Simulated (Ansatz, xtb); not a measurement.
# C5H5BBrP: which of two isomers lies lower

Structure X: `BC1=PC(Br)=CC=C1`, a singlet. Structure Y: `BC1=PC=CC(Br)=C1`, a singlet. Both are isolated molecules in the gas phase, relaxed with PBE-D3(BJ)/def2-SVP; the shapes shown needn't be the lowest conformers.

X (Å):

```xyz
13

C    -1.0816    1.5807   -0.7907
C    -0.1810    0.4992   -0.6422
C     1.1672    0.5456   -1.0148
C     1.7667    1.6866   -1.5808
C     1.0663    2.8772   -1.8209
B    -2.5605    1.4574   -0.3568
Br    2.0311    4.3336   -2.5960
P    -0.6400    3.1527   -1.4687
H    -2.9645    0.4121    0.1227
H    -3.3243    2.3955   -0.4902
H    -0.5711   -0.4361   -0.2053
H     1.7968   -0.3447   -0.8630
H     2.8355    1.6432   -1.8476
```

Y (Å):

```xyz
13

C     0.4072    2.4604   -0.8084
C     0.2102    1.7124   -1.9934
C    -0.4321    0.4673   -2.0245
C    -0.9489   -0.1700   -0.8768
C    -0.8651    0.3893    0.4025
B     1.1275    3.8286   -0.8660
Br   -0.6216   -0.4182   -3.6996
P    -0.1264    1.9324    0.7939
H     1.2995    4.4763    0.1496
H     1.5249    4.2600   -1.9344
H     0.5815    2.1311   -2.9437
H    -1.4367   -1.1494   -1.0087
H    -1.3006   -0.1896    1.2353
```

Energies in hartree; the thermal terms are from GFN2-xTB frequencies at re-optimised GFN2-xTB minima (ideal gas, soft modes damped towards free rotors, one conformer each, 298.15 K, 1 atm) and include the zero-point energy:

```
                               X            Y
E, CCSD(T)/def2-SVP  −3130.637725  −3130.638345
    E, MP2/def2-SVP  −3130.545697  −3130.546172
  E, MP2/def2-TZVPP  −3131.444848  −3131.445367
  zero-point energy      0.082130      0.081995
       H(298 K) − E      0.091506      0.091323
       G(298 K) − E      0.047820      0.047706
```

Question: Correct the CCSD(T) difference for the basis set by the MP2 change, then work out ΔE, ΔE₀, ΔH and ΔG for X → Y in kcal/mol (1 Eh = 627.51 kcal/mol) and the equilibrium ratio [Y]/[X].

Answer: 1. Differences Y − X: CCSD(T) −0.000620, MP2 in the small set −0.000475, MP2 in the large set −0.000519 Eh.
2. ΔE = −0.000620 + (−0.000519 − (−0.000475)) = −0.000664 Eh = −0.42 kcal/mol.
3. ΔE₀ = ΔE + ΔZPE = −0.000664 + (−0.000135) Eh = −0.50 kcal/mol.
4. ΔH = ΔE + (−0.000183) Eh = −0.53 kcal/mol.
5. ΔG = ΔE + (−0.000114) Eh = −0.49 kcal/mol, so ΔS = (ΔH − ΔG)/T = −0.6 J/(mol K).
6. kT = 0.9442 mEh, so K = [Y]/[X] = exp(−ΔG/kT) = exp(+0.82) ≈ 2.3.

The two are too close for this level to say which is favoured. An error of 1 kcal/mol in ΔG would change K by a factor of 5.4. Mirror images and further conformers aren't counted.

As drawn, both hold the same kinds of bond in the same numbers.

Other levels gave ΔE = −1.7 (GFN2-xTB); +0.1 (HF/STO-3G, GFN2-xTB geometries); −0.1 (r2SCAN-D4/def2-SVP, GFN2-xTB geometries); 0.0 (PBE-D3(BJ)/def2-SVP); −0.6 (HF/def2-SVP); −0.3 (MP2/def2-SVP); −0.4 (CCSD(T)/def2-SVP) kcal/mol. The correlated steps freeze 20 core orbitals; the filled d shell of Br is correlated, in a basis made for valence electrons. Programs: Ansatz 0.2.0, xtb 6.7.1.
